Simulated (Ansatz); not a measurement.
Consider the isomerisation: `CC1(C)BN1` → `NCC1BC1`.

Program: Ansatz. Geometries: PBE0-D4/def2-TZVP. ΔE: electronic, gas phase. CBS: MP2 limit from def2 TZ/QZ plus the TZ coupled-cluster correction, frozen cores. Functionals use def2-TZVPP. B3LYP here is the variant with VWN-RPA as its local correlation; programs differ in this. One conformer a species, not always the lowest.

`CC1(C)BN1`:

```xyz
13

C    -0.979   -0.017    1.072
C     0.119    0.067    0.038
C     0.278   -1.197   -0.773
B     1.261    1.135    0.133
N     0.224    1.334   -0.700
H    -1.074    0.916    1.632
H    -0.774   -0.820    1.786
H    -1.950   -0.235    0.608
H     0.525   -2.042   -0.124
H     1.073   -1.099   -1.516
H    -0.650   -1.453   -1.301
H     2.277    1.596    0.531
H    -0.330    1.815   -1.386
```

`NCC1BC1`:

```xyz
13

N    -1.474   -0.714   -0.905
C    -0.318    0.165   -0.985
C     0.141    0.591    0.389
B     1.629    0.564    0.733
C     0.706   -0.485    1.330
H    -1.802   -0.966   -1.829
H    -2.238   -0.249   -0.429
H    -0.483    1.072   -1.586
H     0.480   -0.393   -1.489
H    -0.495    1.341    0.857
H     2.715    1.013    0.582
H     0.429   -0.433    2.380
H     0.710   -1.506    0.954
```

(1) Is it downhill or uphill in electronic energy at CCSD(T)/CBS, and by how much? (An estimate is asked.)

(2) What do these levels give: PBE0-D4, B3LYP-D4, ωB97X-V, PBE, HF/def2-TZVPP, MP2/def2-TZVPP, SCS-MP2/def2-TZVPP, CCSD(T)/def2-TZVPP, HF/def2-QZVPP, HF/CBS(def2), MP2/CBS(def2), CCSD/CBS(def2)? (An estimate is asked.)

Largest T1 diagnostic among the species: 0.012.

Results:

(1) The calculation gave: Uphill: ΔE = +125.8 kJ/mol.

(2) Computed: PBE0-D4 123.3, B3LYP-D4 126.9, ωB97X-V 121.5, PBE 126.2, HF/def2-TZVPP 111.9, MP2/def2-TZVPP 129.8, SCS-MP2/def2-TZVPP 128.1, CCSD(T)/def2-TZVPP 126.8, HF/def2-QZVPP 112.0, HF/CBS(def2) 112.0, MP2/CBS(def2) 128.9, CCSD/CBS(def2) 122.1 kJ/mol.

In def2-TZVPP, CCSD(T) changes the Hartree–Fock value by +14.9 kJ/mol (the triples alone add +3.7 kJ/mol) and MP2 by +18.0 kJ/mol. From PBE to PBE0 (25 % exact exchange), in def2-TZVPP and without D4, ΔE moves by −3.7 kJ/mol.
